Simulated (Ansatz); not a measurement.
`CCO[Si](C)(C)OCC` at its PBE0-D4/def2-TZVP geometry, where that method's forces vanish. The species carries charge 0 and has multiplicity 1.

```xyz
25

C    -3.0398    1.1122    0.1194
C    -1.5539    1.3526    0.2255
O    -0.9529    0.2837    0.9268
Si    0.6654   -0.0249    0.9082
C     0.8720   -1.5303    1.9749
C     1.6559    1.4375    1.4802
O     1.1677   -0.2933   -0.6378
C     0.6557   -1.3223   -1.4592
C     1.0010   -1.0348   -2.8998
H    -3.4836    1.0226    1.1130
H    -3.5254    1.9392   -0.4046
H    -3.2412    0.1892   -0.4286
H    -1.1138    1.4477   -0.7761
H    -1.3619    2.2954    0.7543
H     1.9161   -1.8518    2.0023
H     0.5514   -1.3252    2.9990
H     0.2687   -2.3604    1.5992
H     1.3720    1.7319    2.4936
H     2.7236    1.2052    1.4791
H     1.5032    2.2947    0.8198
H    -0.4332   -1.4003   -1.3399
H     1.0848   -2.2857   -1.1543
H     0.5558   -0.0904   -3.2203
H     0.6293   -1.8311   -3.5494
H     2.0832   -0.9613   -3.0252
```

Q: What forces (eV/Å) does ωB97M-V/def2-TZVPP give on these atoms in Ansatz 0.2.0? (An estimate is asked.)

A: Ansatz gave: 
```
C1  -0.206 -0.030 -0.013
C2   0.069  0.293 -0.143
O3   0.006 -0.174  0.112
Si4  0.087 -0.003  0.119
C5   0.008 -0.025  0.011
C6   0.009  0.025  0.012
O7   0.109  0.170  0.045
C8  -0.163 -0.291  0.012
C9   0.049  0.036 -0.200
H10  0.041  0.006 -0.072
H11  0.035 -0.062  0.039
H12  0.023  0.064  0.040
H13 -0.025 -0.015  0.069
H14 -0.010 -0.080 -0.040
H15 -0.062  0.016  0.000
H16  0.020 -0.013 -0.066
H17  0.035  0.048  0.022
H18  0.019 -0.014 -0.060
H19 -0.069  0.015 -0.001
H20  0.009 -0.050  0.039
H21  0.074  0.014 -0.003
H22 -0.034  0.082 -0.019
H23  0.030 -0.066  0.031
H24  0.028  0.059  0.047
H25 -0.081 -0.006  0.018
```
